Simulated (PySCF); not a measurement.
**Electron correlation in P+ (phosphorus, charge +1)**

[Ne] 3s1 3p3, high-spin 5S determinant (an excited configuration). Computed with PySCF 2.14 in aug-cc-pCVTZ-DK with one added diffuse shell each of s, p, d, f type (9s8p6d4f, 91 functions), with the spin-free X2C one-electron Hamiltonian (Gaussian nucleus). Frozen: 1s2; 12 electrons correlated.

```tsv
level	correlation energy (mhartree)
CCSD	-319.14
(T)	-2.13
CCSD(T)	-321.27
```

Diagnostics: T1 = 0.0021, D1 = 0.0058, largest double amplitude 0.025.

Cost of the coupled-cluster step: roughly 60 core-seconds, for 12 correlated electrons.
